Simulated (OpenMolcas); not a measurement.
# Be+: thermal populations, worked from levels

* Program: OpenMolcas
* Basis: ANO-L-VDZP [3s2p1d]
* Scalar Hamiltonian: non-relativistic, point nucleus
* Active space: 1 electron in 8 orbitals (2s 2p 3s 3p)
* State averaging: 2S+1 = 2 even, 1 root; 2S+1 = 2 odd, 3 roots
* Spin-orbit coupling: RASSI with atomic mean-field integrals over the reference wave functions, term energies averaged over their components

Methods: CASSCF; SS-CASPT2, IPEA 0.25 Eh, imaginary shift 0.1 Eh (closed shells correlated: 1s). Measured levels: NIST Handbook of Basic Atomic Spectroscopic Data.

**Thermal populations.** Z = Σ (2J + 1) exp(-E/kT) with k = 0.695035 cm-1/K, over the levels below. No other level of either list lies under 79400 cm-1, which is above 7 kT at each temperature.

```csv
Level,2J + 1,SS-CASPT2,measured
2s 2S 1/2,2,0.0,0.0
2p 2P* 1/2,2,32419,31929
2p 2P* 3/2,4,32423,31935
```

```
T (K)  Z, SS-CASPT2  Z, measured levels  Ground level (%), SS-CASPT2  Ground level (%), measured levels
12000         2.123               2.130                         94.2                               93.9
```

At 12000 K, kT = 8340 cm-1, and the computed levels give Z = 2.000 + 0.041 + 0.082 = 2.123.

With one active electron outside closed inactive shells, the extra shells (3p 3s) add no correlation to the reference. ANO sets are built for ground and valence states and can reach diffuse excited orbitals poorly. With one active electron the reference holds no correlation, so core polarisation is missing (holds for CASSCF). With one active electron, CASPT2 adds the correlation within the correlated inactive shells and between them and that electron, and leaves the splitting within a term as the reference gives it (holds for SS-CASPT2). Computed and measured levels are paired by configuration, term and J; levels that our copy of the source lacks, or whose pairing is in doubt (as where it misses far off the trend of its configuration), stay unpaired and out of the deviations. Levels of configurations outside the active space are missing.

* marks odd parity.
